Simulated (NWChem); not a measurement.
**Total energies of silole (C4H6Si)**

```
C
C 1 1.3499
H 2 1.0918 1 122.45
H 1 1.0962 2 123.39 3 0.00
C 1 1.4809 4 119.52 2 180.00
C 5 1.3499 1 117.09 4 180.00
H 6 1.0918 5 122.45 1 180.00
H 5 1.0962 6 123.39 7 0.00
Si 2 1.8742 3 130.96 1 180.00
H 9 1.4960 2 113.93 3 62.32
H 9 1.4960 10 108.09 2 127.71
```
Charge 0, spin multiplicity 1.

The numbers come from NWChem runs, not from measurements. Structure: optimised with PBE0/def2-SVP, a minimum by its harmonic frequencies. It is one conformer; others weren't searched.

Basis set: STO-3G (35 functions).

```tsv
method	total energy (Ha)
RHF	-438.65674
MP2	-438.94125
B2PLYP	-439.83535
PBE	-439.88053
B3LYP	-440.24739
CAM-B3LYP	-440.11937
CCSD(T)	-439.01619
```

Total energies of different functionals aren't comparable as a measure of quality: only differences taken within one method are. 

The correlated methods keep 9 core orbitals frozen. B3LYP has NWChem's definition, with VWN1-RPA local correlation. Coupled-cluster values serve here as a point of comparison, not as the truth.
